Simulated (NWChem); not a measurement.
System: AlN$_{2}$H$_{4}$F; SMILES [NH2][Al]([F])[NH2]

Input file for NWChem:

```
start job
memory heap 200 mb stack 900 mb global 1100 mb
geometry units angstroms noautosym nocenter noautoz
  Al     0.027001    -0.000008     0.000000
  F      1.694542     0.004759     0.000000
  N     -0.794165    -1.560707     0.000000
  H     -1.795975    -1.706845     0.000000
  H     -0.312664    -2.451912     0.000000
  N     -0.802704     1.556187     0.000000
  H     -1.805283     1.696938     0.000000
  H     -0.325991     2.449963     0.000000
end
basis spherical
  * library def2-svp
end
dft
  xc b3lyp
  iterations 150
  mulliken
end
task dft energy
esp
  recalculate
  probe 0.07
  range 0.3
  factor 1.0
  spacing 0.02
end
task esp
```

All runs use the structure optimised with PBE0/def2-SVP.

Atomic charges in e: unrestrained fits to the electrostatic potential beside Mulliken populations; buried atoms are poorly determined by the fit.

Atoms are numbered as in the input.

Problem. Give the results of this calculation. (B3LYP/def2-SVP.) Quantities: ESP Al1; Mulliken Al1; ESP F2; Mulliken F2; ESP N3; Mulliken N3; ESP N6; Mulliken N6; relative RMS misfit of the potential (%).

Solution. 
```json
{
  "ESP Al1": "1.21",
  "Mulliken Al1": "0.83",
  "ESP F2": "-0.46",
  "Mulliken F2": "-0.42",
  "ESP N3": "-1.09",
  "Mulliken N3": "-0.44",
  "ESP N6": "-1.09",
  "Mulliken N6": "-0.44",
  "relative RMS misfit of the potential (%)": "24"
}
```
